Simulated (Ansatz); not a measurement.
Ansatz (a program for electronic structure) input (B3LYP/6-31G* with LANL2DZ past Ar): The .json file joins the Basis Set Exchange's 6-31G* for atoms up to Ar and LANL2DZ past it.

Ansatz 0.2 input:
```yaml
crystal:
  periodic: [false, false, false]
  atoms:
    - {symbol: Hg, position_ang: [-0.00000000, -0.00000000, -0.39797072]}
    - {symbol: Cl, position_ang: [0.00000000, 0.00000000, 1.87280339]}
basis:
  gaussian:
    orbitals: 6-31Gs+LANL2DZ.json
hamiltonian:
  xc: {name: B3LYP}
total_charge: 1
relax: {f_tol: 0.003, max_steps: 120}
```

From the last part of the output:

```
480 factors; integrals over basis functions are off by at most 2.2e-4 eV
mean field: 0.09 GiB planned
mean field evaluation 1: about -13668.5058 eV, gradient 4.7e1 eV
mean field evaluation 2: about -13569.4074 eV, gradient 1.5e2 eV
mean field evaluation 4: about -13676.8748 eV, gradient 7.4e0 eV
mean field evaluation 8: about -13677.1016 eV, gradient 3.2e-1 eV
mean field evaluation 16: about -13677.1020 eV, gradient 1.4e-5 eV
mean field -13677.10195090 eV, -502.6242260228 hartree, gradient 1.4e-5 eV, S^2 0.000000; 0 other end points of the search recorded, 0 dependent functions left out
the calculation of the forces begins
reference -13677.10213447 eV, -502.6242327691 hartree; 14, 14 occupied and 23, 23 virtual orbitals, 480 factors
relax step   1: F+E_penalty+E_count = -13677.10195090 eV  Δ(F+E_penalty+E_count) = +0.000e0 eV  max|allowed force component| = 1.626e0 eV/Å  Δτ_max = 0.0000 Å  (27 SCF iters, accepted)
these checks for a lower state are left out or cut short: starts, cluster_reference, orbital_swaps, neighbouring_geometries, increment
integrals: 0.01 GiB planned
480 factors; integrals over basis functions are off by at most 2.2e-4 eV
mean field: 0.09 GiB planned
mean field -13677.18537010 eV, -502.6272916218 hartree, gradient 4.9e-5 eV, S^2 0.000000; 0 other end points of the search recorded, 0 dependent functions left out
the calculation of the forces begins
reference -13677.18555582 eV, -502.6272984470 hartree; 14, 14 occupied and 23, 23 virtual orbitals, 480 factors
relax step   2: F+E_penalty+E_count = -13677.18537010 eV  Δ(F+E_penalty+E_count) = -8.342e-2 eV  max|allowed force component| = 2.409e-3 eV/Å  Δτ_max = 0.0558 Å  (24 SCF iters, accepted)
integrals: 0.01 GiB planned
480 factors; integrals over basis functions are off by at most 2.2e-4 eV
mean field: 0.09 GiB planned
mean field evaluation 32: about -13677.1852 eV, gradient 1.8e-1 eV
mean field -13677.18537010 eV, -502.6272916218 hartree, gradient 4.9e-5 eV, S^2 0.000000; 1 other end points of the search recorded, 0 dependent functions left out
the calculation of the forces begins
reference -13677.18555582 eV, -502.6272984470 hartree; 14, 14 occupied and 23, 23 virtual orbitals, 480 factors
Total energy: -13677.18555582 eV, -502.6272984470 hartree
Atom 0 at    -0.000000    -0.000000    -0.453750 Å, force    -0.000000    -0.000000     0.002409 eV/Å
Atom 1 at     0.000000     0.000000     1.928582 Å, force     0.000000     0.000000    -0.002409 eV/Å
Dipole moment:     0.000000    -0.000000    -0.783595 e Å
```

The dipole moment of an ion depends on the origin.
